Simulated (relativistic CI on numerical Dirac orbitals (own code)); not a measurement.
## One change at a time: Pm⁴⁶⁺

Base calculation: Dirac-Coulomb-Breit CI, KLI orbitals optimised for each configuration, QED by a radiative potential, unscaled Slater integrals.

Configuration list (outside the closed core [Ne]): 3s²3p³, 3s3p⁴, 3s²3p²3d, 3p⁵, 3s3p³3d, 3p⁴3d, 3s3p²3d², 3s²3p3d4p, 3p⁴4s, 3s3p²3d4s, 3p⁴4p, 3s²3p²4s, 3s²3p3d², 3s²3d³, 3s3p3d³, 3s²3d²4s, 3p³3d², 3p²3d³, 3p²3d²4s, 3s²3p3d4s, 3s3p3d²4s, 3s²3d4s², 3s3p²3d4p, 3s3p3d²4p, 3p²3d²4p, 3s3p3d4s4p. Double excitations out of closed p, d and f shells are left out; levels of such configurations are missing from the list, as are those of other unlisted configurations, and high levels can miss mixing partners.

Variants: (1) Breit term removed. Shifts of the energy above 3s²3p³ ²P°3/2, in eV, for the lowest level and the first level of each name with at least 55 % of one term (blank where a level changes its place among those of its configuration and J or its character, or is not in the variant):

| Level | Base | Δ(1) |
| --- | --- | --- |
| 3s²3p³ ²P°3/2 | 0.000 | 0.000 |
| 3s²3p³ ²D°5/2 | 140.835 | +2.079 |
| 3s²3p³ ²P°1/2 | 152.788 | +1.664 |
| 3s3p⁴ ⁴P5/2 | 261.576 | +0.398 |
| 3s²3p²3d ⁴D1/2 | 310.879 | +2.436 |
| 3s²3p²3d ²G9/2 | 352.132 | +4.334 |
| 3s3p⁴ ⁴P3/2 | 405.620 | +2.023 |
| 3s3p⁴ ²D5/2 | 417.885 | +2.433 |
| 3s²3p²3d ⁴F9/2 | 487.930 | +5.816 |

At this charge energies of transitions that change n are usually good to better than 1 %, and those within a shell (Δn = 0) to a few per cent.

Ionisation energy from the two ground configurations alone: base 3815.28 eV; Breit term removed 3818.26 eV. The NIST ASD value (theoretical) is 3816 eV.

LS names give the leading component of a level, which can be under half, so a name can repeat, a term be missing and a line seem to break the LS rules.
